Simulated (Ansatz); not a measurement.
C$_{2}$H$_{3}$BSeZn (`C=[C]1[Zn][BH][Se]1`). The species carries charge 0 and has multiplicity 1. Geometry: relaxed with PBE0-D4/def2-TZVP.

```xyz
8

C     0.928   -1.641    0.179
C     0.545   -0.382    0.061
Zn    0.889    1.585   -0.067
B    -1.150    1.978   -0.218
Se   -1.382    0.091   -0.089
H     0.248   -2.489    0.203
H     1.987   -1.871    0.259
H    -2.063    2.729   -0.329
```

(1) What is the dipole moment at ωB97M-V/def2-TZVPP? (Estimate.)

(2) And with PBE, r2SCAN, B3LYP? (Estimate.)

(3) Give the Mulliken charges with ωB97M-V, r2SCAN, PBE in def2-TZVPP. (Estimate.)

## Answers

(1) The calculation gave: 1.97 D, with components (1.92, 0.43, 0.08) D in this frame, pointing from negative to positive charge.

(2) The calculation gave: PBE 1.34 D, r2SCAN 1.48 D, B3LYP 1.56 D.

(3) Ansatz gave: 
```json
{"atom": "C1", "ωB97M-V": "-0.15", "r2SCAN": "-0.12", "PBE": "-0.14"}
{"atom": "C2", "ωB97M-V": "-0.17", "r2SCAN": "-0.14", "PBE": "-0.06"}
{"atom": "Zn3", "ωB97M-V": "0.12", "r2SCAN": "0.08", "PBE": "-0.03"}
{"atom": "B4", "ωB97M-V": "-0.25", "r2SCAN": "-0.20", "PBE": "-0.17"}
{"atom": "Se5", "ωB97M-V": "0.11", "r2SCAN": "0.15", "PBE": "0.14"}
{"atom": "H6", "ωB97M-V": "0.11", "r2SCAN": "0.09", "PBE": "0.10"}
{"atom": "H7", "ωB97M-V": "0.11", "r2SCAN": "0.09", "PBE": "0.10"}
{"atom": "H8", "ωB97M-V": "0.12", "r2SCAN": "0.04", "PBE": "0.06"}
```

B3LYP here is the variant with VWN-RPA as its local correlation; programs differ in this.
